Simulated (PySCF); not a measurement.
# A survey of $^{29}$Si NMR shifts

- GFN2-xTB geometry
- shieldings: GIAO PBE0/pcSseg-1
- code: PySCF
- one computed conformer, isolated molecule, non-relativistic Hamiltonian, equivalent nuclei averaged

Shieldings were converted by a linear fit to measured shifts: $^{29}$Si (scatter 8.9 ppm rms, 25.8 ppm with the 6 outliers that the fit left out vs TMS, solution or neat liquid). Occasional misses reach two or three times the rms, and more in compound classes unlike the fitted ones.

**Question.** Give the $^{29}$Si shifts of `COC(F)(F)[Si@@H]1C[SiH2][SiH2]1`, `C#C[SiH2][Si@H]1C[C@@H](C(=O)O)C1`, `O=C(O)[C@@H]1C[SiH2][C@H]1F`, `[SiH3]/C=C/[SiH2]P`, `[SiH3]/C=C/[SiH2]P`, `C=C(F)[SiH2][Si]([SiH3])([SiH3])[SiH3]`.

**Answer.** 
```json
{"compound": "[CH3:1][O:2][C:3]([F:4])([F:5])[Si@@H:6]1[CH2:7][SiH2:8][SiH2:9]1", "environment": "Si6: silicon bonded to 2 C, Si, H, in a 4-membered ring", "δ (ppm)": "-22.5"}
{"compound": "[CH3:1][O:2][C:3]([F:4])([F:5])[Si@@H:6]1[CH2:7][SiH2:8][SiH2:9]1", "environment": "Si8: silicon bonded to C, Si, 2 H, in a 4-membered ring", "δ (ppm)": "-54.1"}
{"compound": "[CH3:1][O:2][C:3]([F:4])([F:5])[Si@@H:6]1[CH2:7][SiH2:8][SiH2:9]1", "environment": "Si9: silicon bonded to 2 Si, 2 H, in a 4-membered ring", "δ (ppm)": "-63.2"}
{"compound": "[CH:1]#[C:2][SiH2:3][Si@H:4]1[CH2:5][C@@H:6]([C:7](=[O:8])[OH:9])[CH2:10]1", "environment": "Si4: silicon bonded to 2 C, Si, H, in a 4-membered ring", "δ (ppm)": "-25.7"}
{"compound": "[CH:1]#[C:2][SiH2:3][Si@H:4]1[CH2:5][C@@H:6]([C:7](=[O:8])[OH:9])[CH2:10]1", "environment": "Si3: silicon bonded to C, Si, 2 H", "δ (ppm)": "-90.3"}
{"compound": "O=C(O)[C@@H]1C[SiH2][C@H]1F", "environment": "silicon bonded to 2 C, 2 H, in a 4-membered ring", "δ (ppm)": "-32.8"}
{"compound": "[SiH3:1]/[CH:2]=[CH:3]/[SiH2:4][PH2:5]", "environment": "Si4: silicon bonded to C, P, 2 H", "δ (ppm)": "-50.5"}
{"compound": "[SiH3:1]/[CH:2]=[CH:3]/[SiH2:4][PH2:5]", "environment": "Si1: silicon bonded to C, 3 H", "δ (ppm)": "-65.8"}
{"compound": "[SiH3:1]/[CH:2]=[CH:3]/[SiH2:4][PH2:5]", "environment": "Si4: silicon bonded to C, P, 2 H", "δ (ppm)": "-50.5"}
{"compound": "[SiH3:1]/[CH:2]=[CH:3]/[SiH2:4][PH2:5]", "environment": "Si1: silicon bonded to C, 3 H", "δ (ppm)": "-65.8"}
{"compound": "[CH2:1]=[C:2]([F:3])[SiH2:4][Si:5]([SiH3:6])([SiH3:7])[SiH3:8]", "environment": "Si4: silicon bonded to C, Si, 2 H", "δ (ppm)": "-65.1"}
{"compound": "[CH2:1]=[C:2]([F:3])[SiH2:4][Si:5]([SiH3:6])([SiH3:7])[SiH3:8]", "environment": "Si6/7/8: silicon bonded to Si, 3 H (×3)", "δ (ppm)": "-95.7"}
{"compound": "[CH2:1]=[C:2]([F:3])[SiH2:4][Si:5]([SiH3:6])([SiH3:7])[SiH3:8]", "environment": "Si5: silicon bonded to 4 Si", "δ (ppm)": "-140.4"}
```

**Question.** Match the shifts -19.2, -28.9, -65.5 ppm to `C=C1[C@@H](O)[C@@H]1O[SiH2]F`, `O=C1C[C@H](OCF)[SiH2]1`, `O=C(O)[SiH2]/C=C\CF`.

**Answer.** -19.2: O=C1C[C@H](OCF)[SiH2]1 (silicon bonded to 2 C, 2 H, in a 4-membered ring); -28.9: C=C1[C@@H](O)[C@@H]1O[SiH2]F (silicon bonded to F, O, 2 H); -65.5: O=C(O)[SiH2]/C=C\CF (silicon bonded to 2 C, 2 H).
